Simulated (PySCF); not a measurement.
BeSi at B97-3

Level: B97-3. basis Be def2-TZVPP, Si def2-TZVPP; no relativity; PySCF 2.14.

| Property | Result |
| --- | --- |
| state | ³Σ⁻ (triplet), unpaired electrons π ↑↑ |
| bond length | 2.117 Å |
| harmonic wavenumber | 570 cm⁻¹ |
| force constant | 1.31 mdyn/Å |
| rotational constant Be | 0.5519 cm⁻¹ |
| anharmonicity ωexe | 5.39 cm⁻¹ |
| vibration–rotation constant αe | 0.00673 cm⁻¹ |
| well depth De to Be + Si | 144 kJ/mol |
| dissociation energy D0 | 141 kJ/mol |
| bond order (Mayer) | 1.85 |
| dipole moment (positive dipole means Be(−)Si(+)) | -2.09 D |

The state is the lowest determinant that a PBE0 search found; another state may lie lower at other levels.
